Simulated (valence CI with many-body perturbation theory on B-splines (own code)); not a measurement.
## E1 transitions of Cu15+

Computed by valence CI with perturbative core correlation (CI+MBPT): four valence electrons over a frozen Dirac-Fock core [Ne], a basis of 11 s, 11 p, 10 d, 8 f, 5 g, 2 h functions for each j, with the one-electron correlation potential Σ1 (screened to all orders), the two-electron term Σ2, the three-electron term Σ3, Breit, model QED; selected single and double excitations, second order for the rest, scaled by the run's own slope (own B-spline code, finite nucleus).

No measured levels were compared; by estimate levels of excited configurations hold to 0.05 to 0.15 % of their energy, terms of the ground configuration to about 0.5 %. Among the levels kept, up to 830 cm⁻¹ of a level comes from second order outside the variational space, and about a tenth of that is noise between levels of different J, which matters for small intervals.

Lines 1 to 50 of 563 in falling wavelength, among levels below 1472300 cm⁻¹, chosen from the strongest by gf and those to the six lowest levels. Wavelengths and rates use the calculated energies, so an error of 200 cm⁻¹ moves a line at 49.01 nm by 0.098 % and its rate by three times that or more. Electric multipoles are in the length gauge, E1 and E2 with the static RPA response of the core. Weak lines are less certain than strong ones. Lines between different terms over intervals too small for the method are left out, as are lines whose strength nearly cancels. Where a level lies close to another of its J and parity, the split of strength between their lines is uncertain. The highest levels of a list are the least certain.

Names give the largest LS component (configuration and term), which can be under half, so a name can repeat, a term be missing and a line seem to break the LS rules; names also repeat where a configuration has a term twice. Letters in brackets count levels of one name in rising energy.

```
λ vac (nm)              Upper             Lower   A (s⁻¹)  log gf  Branch %
     49.01        3s3p³ ⁵S°_2       3s²3p² ¹D_2  1.32e+06   -3.62       2.8
     42.18        3s3p³ ³D°_1       3s²3p² ¹S_0  6.90e+06   -3.26       0.2
     41.08        3s3p³ ⁵S°_2       3s²3p² ³P_2  2.56e+07   -2.49      54.2
     40.95        3p³3d ³G°_5  3s3p²3d ³F_4 [c]  1.62e+09   -0.35      15.0
     40.24        3p³3d ³G°_3  3s3p²3d ³F_2 [c]  1.20e+09   -0.69      10.8
     39.31        3p³3d ³G°_4  3s3p²3d ³F_3 [c]  9.29e+08   -0.71       8.2
     38.82        3s3p³ ⁵S°_2       3s²3p² ³P_1  2.03e+07   -2.64      43.0
     38.54    3p³3d ³F°_3 [a]  3s3p²3d ³F_3 [b]  7.86e+08   -0.91       4.2
     38.41    3p³3d ¹F°_3 [a]  3s3p²3d ¹F_3 [b]  9.87e+08   -0.82       1.2
     37.82    3p³3d ³F°_2 [a]  3s3p²3d ³F_2 [b]  1.29e+09   -0.86      10.4
     36.27    3p³3d ³F°_2 [b]  3s3p²3d ³D_1 [d]  1.34e+09   -0.88       4.9
     35.67    3p³3d ³F°_3 [b]  3s3p²3d ³D_2 [d]  9.78e+08   -0.88       3.4
     34.75    3p³3d ³D°_3 [c]  3s3p²3d ¹F_3 [b]  9.31e+08   -0.93       1.1
     34.63        3s3p³ ³D°_1       3s²3p² ¹D_2  7.93e+07   -2.37       2.9
     34.57        3s3p³ ³D°_2       3s²3p² ¹D_2  2.15e+07   -2.71       0.9
     34.27        3s3p³ ³P°_1       3s²3p² ¹S_0  5.90e+07   -2.51       0.9
     34.15    3p³3d ³F°_4 [b]  3s3p²3d ³D_3 [d]  1.79e+09   -0.55       6.4
     33.80        3s3p³ ³D°_3       3s²3p² ¹D_2  2.75e+08   -1.48      14.1
     33.33        3p³3d ³G°_4  3s3p²3d ³F_3 [b]  8.47e+08   -0.90       7.5
     33.21      3s3p3d² ³G°_5       3s²3d² ³F_4  6.18e+08   -0.95       1.1
     32.10  3s3p3d² ³G°_3 [b]       3s²3d² ³F_2  1.11e+09   -0.92       2.4
     31.51    3p³3d ³D°_3 [b]  3s3p²3d ³F_4 [c]  1.08e+09   -0.95       4.0
     30.98    3p³3d ³F°_4 [b]  3s3p²3d ³F_4 [c]  1.93e+09   -0.60       6.9
     30.96           3p⁴ ¹S_0       3s3p³ ¹P°_1  8.03e+09   -0.94      61.6
     30.87    3p³3d ³D°_3 [c]  3s3p²3d ³P_2 [c]  1.44e+09   -0.84       1.7
     30.78    3p³3d ³P°_2 [b]  3s3p²3d ³D_3 [c]  1.94e+09   -0.86       9.0
     30.71           3p⁴ ¹D_2       3s3p³ ¹D°_2  5.13e+09   -0.44      68.4
     30.47        3s3p³ ³D°_1       3s²3p² ³P_2  3.39e+07   -2.85       1.2
     30.43        3s3p³ ³D°_2       3s²3p² ³P_2  7.95e+06   -3.26       0.3
     30.03    3p³3d ¹F°_3 [b]  3s3p²3d ¹D_2 [b]  2.84e+09   -0.57       6.7
     29.83        3s3p³ ³D°_3       3s²3p² ³P_2  1.68e+09   -0.80      86.0
     29.59    3p³3d ³D°_1 [b]  3s3p²3d ¹P_1 [a]  2.84e+09   -0.95       5.7
     29.41        3p³3d ³G°_3      3s3p²3d ³G_3  3.02e+09   -0.56      27.1
     29.38        3p³3d ³G°_5      3s3p²3d ³G_5  4.26e+09   -0.22      39.4
     29.38        3p³3d ³G°_4      3s3p²3d ³G_4  2.99e+09   -0.46      26.4
     29.21        3s3p³ ³D°_1       3s²3p² ³P_1  3.16e+08   -1.92      11.4
     29.17        3s3p³ ³D°_2       3s²3p² ³P_1  2.32e+09   -0.83      98.8
     29.11        3s3p³ ³P°_1       3s²3p² ¹D_2  9.21e+07   -2.45       1.5
     29.01    3p³3d ³P°_2 [b]      3s3p²3d ³S_1  2.29e+09   -0.84      10.7
     29.01    3p³3d ¹D°_2 [a]  3s3p²3d ¹F_3 [a]  4.55e+09   -0.54      27.8
     29.00        3s3p³ ³P°_2       3s²3p² ¹D_2  2.70e+07   -2.77       0.5
     28.52      3s3p3d² ³F°_3  3s3p²3d ¹D_2 [b]  1.77e+09   -0.82       3.3
     28.49        3p³3d ¹G°_4  3s3p²3d ¹F_3 [a]  6.03e+09   -0.18      29.8
     28.21    3p³3d ³D°_3 [a]  3s3p²3d ³P_2 [a]  1.70e+09   -0.85       9.2
     28.07        3p³3d ¹G°_4      3s3p²3d ¹G_4  8.55e+09   -0.04      42.1
     28.03   3s3p²3d ¹F_3 [a]     3s²3p3d ³P°_2  2.12e+09   -0.76       6.2
     27.71        3s3p³ ³D°_1       3s²3p² ³P_0  2.33e+09   -1.09      84.2
     27.55    3p³3d ³F°_4 [b]  3s3p²3d ³D_3 [b]  2.92e+09   -0.52      10.5
     27.48        3p³3d ¹G°_4  3s3p²3d ³D_3 [a]  2.40e+09   -0.61      11.8
     27.47    3p³3d ¹F°_3 [b]  3s3p²3d ¹D_2 [a]  2.06e+09   -0.79       4.9
```

How does gf follow from A for the line at 29.83 nm?

gf = 1.4992 × (2J+1)_upper × A / σ², with σ = 335252 cm⁻¹ and 2J+1 = 7: gf = 0.157.
